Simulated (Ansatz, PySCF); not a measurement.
GeH5NTe, SMILES N[Te][GeH3]. Atoms are numbered in the order given.

```xyz
8

Te     0.3583     0.8854     0.0000
N     -1.6885     1.2472     0.0000
H     -1.9116     1.8088    -0.8213
H     -1.9116     1.8088     0.8213
Ge    -0.0907    -1.6349     0.0000
H      1.2710    -2.3573     0.0000
H     -0.8886    -2.0133     1.2589
H     -0.8886    -2.0133    -1.2589
```

The structure is a stationary point at PBE0-D3(BJ)/def2-SVP. This is a generated structure with no PubChem entry under its InChIKey; it may be hypothetical. The def2 effective core potentials stand for the cores of Te; spin–orbit coupling is left out. Other conformers were not sampled.

Two levels are set side by side: PBE-D3(BJ)/def2-SVP (Ansatz, an electronic-structure program) and PBE0-D3(BJ)/def2-SVP (Ansatz). Each level has its own optimised geometry; the coordinates shown are those of the second. Frequencies come from the Hessian of PySCF at each geometry. Differences are taken from unrounded values.

| quantity | PBE0-D3(BJ) |
|---|---|
| mean bond length (Å) | 1.614 |
| bond Te1–N2 (Å) | 2.079 |
| bond Te1–Ge5 (Å) | 2.560 |
| bond N2–H3 (Å) | 1.020 |
| bond N2–H4 (Å) | 1.020 |
| bond Ge5–H6 (Å) | 1.541 |
| bond Ge5–H7 (Å) | 1.538 |
| bond Ge5–H8 (Å) | 1.538 |
| highest harmonic wavenumber (cm⁻¹) | 3637 |
| mean harmonic wavenumber (cm⁻¹) | 1207 |
| zero-point energy (kcal/mol) | 31.06 |

### Question
What does PBE-D3(BJ) give, and how far is it from PBE0-D3(BJ)? (Estimate from the structure and the level; the computed values follow.)

### Answer

| quantity | PBE-D3(BJ) | PBE-D3(BJ) minus PBE0-D3(BJ) |
|---|---|---|
| mean bond length (Å) | 1.631 | 0.017 |
| bond Te1–N2 (Å) | 2.115 | 0.037 |
| bond Te1–Ge5 (Å) | 2.583 | 0.023 |
| bond N2–H3 (Å) | 1.031 | 0.012 |
| bond N2–H4 (Å) | 1.031 | 0.012 |
| bond Ge5–H6 (Å) | 1.554 | 0.013 |
| bond Ge5–H7 (Å) | 1.551 | 0.013 |
| bond Ge5–H8 (Å) | 1.551 | 0.013 |
| highest harmonic wavenumber (cm⁻¹) | 3484 | -154 |
| mean harmonic wavenumber (cm⁻¹) | 1160 | -47 |
| zero-point energy (kcal/mol) | 29.84 | -1.22 |

GGA bonds tend to be longer and softer than those of functionals with exact exchange. Differences between two approximate levels are no errors against the true value.
